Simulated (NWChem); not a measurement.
C$_{3}$H$_{7}$Cl; SMILES CC(C)Cl

Problem. Give the equilibrium geometry at PBE0/def2-SVP (NWChem) as an XYZ file, with the point group.

Solution. point group Cs; any orientation.
```
11

C      0.1291    -1.0481    -1.2681
C     -0.3936    -0.4071     0.0000
C      0.1291    -1.0481     1.2681
Cl     0.0399     1.3509     0.0000
H      1.2283    -1.0043    -1.3011
H     -0.1770    -2.1061    -1.3071
H     -0.2632    -0.5404    -2.1602
H     -1.4939    -0.4165     0.0000
H      1.2283    -1.0043     1.3011
H     -0.1770    -2.1061     1.3071
H     -0.2632    -0.5404     2.1602
```
